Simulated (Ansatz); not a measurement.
Consider the formal exchange of groups at a C–N bond: `CC(C)(C)[N]=[Ta]([NH2])([NH2])[OH]` + BH₃ → `BC(C)(C)C` + `[NH]=[Ta]([NH2])([NH2])[OH]`.

Program: Ansatz. Geometries: PBE0-D4/def2-TZVP. ΔE: electronic, gas phase. CBS: MP2 limit from def2 TZ/QZ plus the TZ coupled-cluster correction, frozen cores. This one scheme is used for every species. DFT in def2-TZVPP. B3LYP here is the variant with VWN-RPA as its local correlation; programs differ in this. HSE06 is defined as in plane-wave codes. Elements past krypton have def2 core potentials. For Ta outer-core shells are correlated without core-valence functions, which leaves a few kJ/mol of doubt a bond. Each species was taken in one conformer, which may not be the lowest.

```csv
level,ΔE (kJ/mol),difference from CCSD(T)/CBS
LDA (SPW92),-40.5,-17.7
PBE-D4,-32.8,-10.0
revPBE-D4,-27.8,-5.0
BLYP-D4,-23.2,-0.4
r2SCAN-D4,-31.9,-9.1
PBE0-D4,-31.0,-8.2
B3LYP-D4,-23.5,-0.7
r2SCANh-D4,-31.7,-8.9
r2SCAN0-D4,-31.6,-8.8
HSE06-D4,-30.9,-8.1
BHLYP-D4,-21.3,1.5
CAM-B3LYP-D4,-25.5,-2.7
ωB97M-V,-31.4,-8.6
PBE-QIDH,-25.4,-2.6
PBE,-40.1,-17.3
revPBE,-39.9,-17.1
BLYP,-35.4,-12.6
r2SCAN,-35.2,-12.4
PBE0,-38.1,-15.3
B3LYP,-34.1,-11.3
r2SCANh,-35.3,-12.5
r2SCAN0,-35.4,-12.6
HSE06,-37.9,-15.1
BHLYP,-31.3,-8.5
CAM-B3LYP,-33.3,-10.5
LC-ωPBE,-38.8,-16.0
RPA@PBE/def2-TZVPP,-12.2,10.6
HF/def2-SVP,-18.7,4.1
MP2/def2-SVP,1.2,24.0
CCSD/def2-SVP,-9.0,13.8
HF/def2-TZVPP,-24.7,-1.9
MP2/def2-TZVPP,-8.8,14.0
SCS-MP2/def2-TZVPP,-9.5,13.3
CCSD/def2-TZVPP,-21.4,1.4
CCSD(T)/def2-TZVPP,-18.4,4.4
HF/def2-QZVPP,-25.4,-2.6
MP2/def2-QZVPP,-11.6,11.2
SCS-MP2/def2-QZVPP,-12.5,10.3
HF/CBS(def2),-25.5,-2.7
MP2/CBS(def2),-13.2,9.6
CCSD(T)/CBS,-22.8,0
```

Largest T1 diagnostic among the species: 0.018.

From BLYP to BHLYP (50 % exact exchange), in def2-TZVPP and without D4, ΔE moves by +4.1 kJ/mol. The D4 term adds +10.7 kJ/mol with B3LYP and +7.1 kJ/mol with PBE0; it sums over pairs of atoms, weighted by their polarisabilities, and B3LYP, whose exchange is more repulsive, gets the larger term.
